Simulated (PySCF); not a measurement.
CH5FMoN2S, SMILES C[N]=[Mo]([NH2])([F])=[S], multiplicity 1. Atoms are numbered in the order given.

```xyz
11

Mo    -0.1829     0.1818     0.1872
N     -0.5523    -0.7993    -1.1781
C     -0.2733    -1.5982    -2.3235
H      0.8117    -1.7910    -2.4109
H     -0.7983    -2.5665    -2.2457
H     -0.6232    -1.0947    -3.2413
S      1.9381     0.1881     0.4367
F     -0.8612     1.9096    -0.0758
N     -1.0160    -0.7247     1.6709
H     -1.6567    -1.5105     1.5903
H     -0.6916    -0.6117     2.6304
```

Geometry: B3LYP-D3(BJ)/def2-SVP. The multiplicity is an assumed one; other spin states were not compared. The def2 effective core potentials stand for the cores of Mo; spin–orbit coupling is left out. The values are those of a single conformer.

Level of theory: TDDFT-B3LYP/def2-SVPD (PySCF).

Vertical excitations. Isolated molecule, no solvent.

| state | energy (eV) | λ (nm) | f | main pairs |
|---|---|---|---|---|
| S1 | 3.23 | 384 | 0.000 | HOMO→LUMO 96 % |
| S2 | 3.56 | 348 | 0.001 | HOMO→LUMO+1 64 %, HOMO−1→LUMO 35 % |
| S3 | 3.79 | 327 | 0.008 | HOMO−1→LUMO+1 83 % |
| S4 | 4.04 | 307 | 0.022 | HOMO−1→LUMO 37 %, HOMO−2→LUMO 19 %, HOMO→LUMO+1 18 %, HOMO→LUMO+2 10 % |
| S5 | 4.30 | 288 | 0.006 | HOMO−2→LUMO 68 %, HOMO→LUMO+2 11 % |
| S6 | 4.59 | 270 | 0.007 | HOMO−2→LUMO+1 59 %, HOMO−3→LUMO 15 %, HOMO→LUMO+2 14 % |
| S7 | 4.70 | 264 | 0.001 | HOMO−3→LUMO+1 43 %, HOMO→LUMO+3 28 %, HOMO−3→LUMO 9 % |
| S8 | 4.76 | 260 | 0.001 | HOMO→LUMO+3 53 %, HOMO−3→LUMO+1 42 % |
| S9 | 4.92 | 252 | 0.001 | HOMO−3→LUMO 31 %, HOMO−1→LUMO+2 25 %, HOMO−1→LUMO+3 14 %, HOMO→LUMO+4 13 % |
| S10 | 4.97 | 249 | 0.019 | HOMO−1→LUMO+2 49 %, HOMO−3→LUMO 13 %, HOMO→LUMO+2 13 %, HOMO→LUMO+4 9 % |
| T1 | 2.91 | 426 | 0 | HOMO→LUMO 69 %, HOMO−1→LUMO 15 %, HOMO→LUMO+1 11 % |
| T2 | 2.99 | 415 | 0 | HOMO−1→LUMO 34 %, HOMO→LUMO+1 31 %, HOMO→LUMO 25 % |
| T3 | 3.13 | 396 | 0 | HOMO→LUMO+1 53 %, HOMO−1→LUMO 41 % |
| T4 | 3.41 | 363 | 0 | HOMO−1→LUMO+1 90 % |
Triplets are in the Tamm–Dancoff approximation, which puts them higher than full response would, so one can lie above its singlet here.
